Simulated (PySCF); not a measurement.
Gas-phase reaction: 2 TiCl₃NH₂ + H₂ + Cl₂ = 2 TiCl₄ + 2 NH₃, at 600 K and a standard pressure of 1 bar. Level: M06-2X/def2-TZVP†.

Method: PySCF energies plus ideal-gas RRHO corrections (1 bar). † marks an energy on the PBE0/def2-TZVP geometry and frequencies. All species are closed-shell singlets. TiCl₃NH₂: computed as isolated molecules; such fragments, hydroxides, amides, oligomers or adducts are transient or little studied in the gas. The harmonic model lacks anharmonicity and excited electronic states, which grow with temperature; levels with a mode under 35 cm⁻¹ are left out. Soft modes under 120 cm⁻¹ make the harmonic entropy rough for TiCl₃NH₂, TiCl₄.

```
species        E (Ha)  H(600 K) − E (kJ/mol)  S°(600 K) (J/mol/K)
--------  -----------  ---------------------  -------------------
TiCl₃NH₂  -2286.21239                  136.6                476.0
H₂           -1.16846                   43.9                150.8
Cl₂        -920.35983                   23.2                247.3
TiCl₄     -2690.48456                   67.2                423.5
NH₃         -56.54965                  112.4                219.5
```
E: electronic energy; H − E holds the zero-point and thermal terms. 1 Ha = 2625.5 kJ/mol.

### Question
Work out ΔH°, ΔS°, ΔG° and log10 K from these numbers.

### Answer
1. ΔE = 2×(-2690.48456) + 2×(-56.54965) − 2×(-2286.21239) − 1×(-1.16846) − 1×(-920.35983) = -0.11535 Ha = -302.9 kJ.
2. Δ(H − E) = 2×(67.2) + 2×(112.4) − 2×(136.6) − 1×(43.9) − 1×(23.2) = 18.9 kJ, so ΔH° = -284.0 kJ.
3. ΔS° = 2×(423.5) + 2×(219.5) − 2×(476.0) − 1×(150.8) − 1×(247.3) = -64.1 J/K; the number of gas molecules stays the same.
4. ΔG° = ΔH° − TΔS° = -284.0 − 600×(-64.1)/1000 = -245.5 kJ.
5. log10 K = −ΔG°/(RT ln 10) = 21.37, with RT ln 10 = 11.49 kJ/mol; at standard pressures the products are favoured.
6. A shift of 10 kJ in ΔE would move log10 K by 0.87 here.
For scale, ΔH°(298 K) is -275 kJ at this level, -286 kJ at ωB97M-V/def2-TZVP†, and runs from -334 to -261 kJ over the 17 levels computed.
